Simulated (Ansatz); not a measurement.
Other settings, tried on the cluster Li₇H₆ (the lowest doublet isomer of a short search).

```yaml
crystal:
  periodic: [false, false, false]
  atoms:
    - {symbol: Li, position_ang: [-0.970879, -1.836145, -0.406919]}
    - {symbol: Li, position_ang: [-1.901736, 0.188530, 0.588729]}
    - {symbol: Li, position_ang: [1.198033, -1.346380, 0.750616]}
    - {symbol: Li, position_ang: [-0.851997, 1.588432, -1.110364]}
    - {symbol: Li, position_ang: [0.487500, -0.397509, -1.847766]}
    - {symbol: Li, position_ang: [1.296255, 1.448993, 0.173169]}
    - {symbol: Li, position_ang: [0.021601, 0.429222, 2.072705]}
    - {symbol: H, position_ang: [-0.684126, -1.085029, 1.265207]}
    - {symbol: H, position_ang: [0.767643, -1.893748, -0.898544]}
    - {symbol: H, position_ang: [-1.350053, -0.197715, -1.176666]}
    - {symbol: H, position_ang: [-0.588769, 1.540164, 0.725878]}
    - {symbol: H, position_ang: [1.699225, 0.232670, 1.428895]}
    - {symbol: H, position_ang: [0.877302, 1.328505, -1.564949]}
basis:
  gaussian: {orbitals: "6-31G*", fitting: {mean_field: cc-pVTZ-jkfit}}
magnetization: {spin_polarized: true, initial_magnetization: 1}
hamiltonian: {xc: {name: PBE0}}
scf: {omitted_lower_state_checks: [starts]}
output: {forces: true}
```

```sh
$ ansatz run in.yaml --threads 2 --pin off --events-out ev --progress --plain --max-ram 4352MiB
```

It prints (some lines left out):

```
Functional definition: PBE0
Error: [file] the basis set cc-pVTZ-JKFIT has no functions for Li
```

The 6-31G sets use Cartesian d functions.
